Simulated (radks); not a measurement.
The mean radii <r> (bohr) of the occupied orbitals of an atom or ion are listed with their occupations. Calculated with a radial shooting solver on a logarithmic mesh with Libxc functionals: scalar-relativistic Kohn-Sham, Slater X-alpha with alpha = 0.97, spin-unpolarised, spherical densities, point nucleus.

orbital  occ.      <r>
1s          2  0.06073
2s          2   0.2773
2p          6   0.2443
3s          2   0.8311
3p          6   0.8682
3d          4   0.9811

Name the element and its charge.

Answer. Z = 25, manganese, charge +3: Mn3+ in [Ar] 3d4. The 1s radius gives Z: for a bare nucleus <r> = (2 gamma + 1)/(2Z) with gamma = sqrt(1 - (Z/c)^2), 0.05933 bohr for Z = 25, and screening makes it slightly larger (0.06073 here). The occupations add up to 22, and the charge is Z minus that.
